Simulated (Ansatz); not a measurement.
Molecule: germane, GeH4 (charge 0, singlet). 
Geometry from a B3LYP-D3(BJ)/def2-TZVP (Ansatz, a program for electronic structure) optimisation:
SMILES: [GeH4]
```xyz
5

Ge     0.0000     0.0000     0.0000
H     -0.6208    -0.8994    -1.0791
H      0.5682    -0.8726     1.1290
H     -1.0772     0.9355     0.5687
H      1.1298     0.8365    -0.6186
```

Basis-set convergence of Hartree-Fock and CCSD correlation energies (hartree) with Ansatz. Correlated levels leave the core frozen unless marked. No spin-orbit coupling. Frozen are the shells of the preceding noble gas and the d and f shells that filled before the atom's block. No relativistic terms.

```json
[
 {"basis": "def2-SVPD", "functions": "70", "E(HF)": "-2077.41487", "E(corr, CCSD)": "-0.14749"},
 {"basis": "def2-TZVPPD", "functions": "122", "E(HF)": "-2077.67948", "E(corr, CCSD)": "-0.16785"},
 {"basis": "def2-QZVPPD", "functions": "227", "E(HF)": "-2077.72178", "E(corr, CCSD)": "-0.17415"}
]
```

Extrapolating the two largest sets (X = 3 and 4) as X^-3: E(corr) = (64·(-0.17415) - 27·(-0.16785))/37 = -0.1787 Eh, an estimate of the basis-set limit. The largest set recovers 97.4 % of it, the smallest 82.5 %.
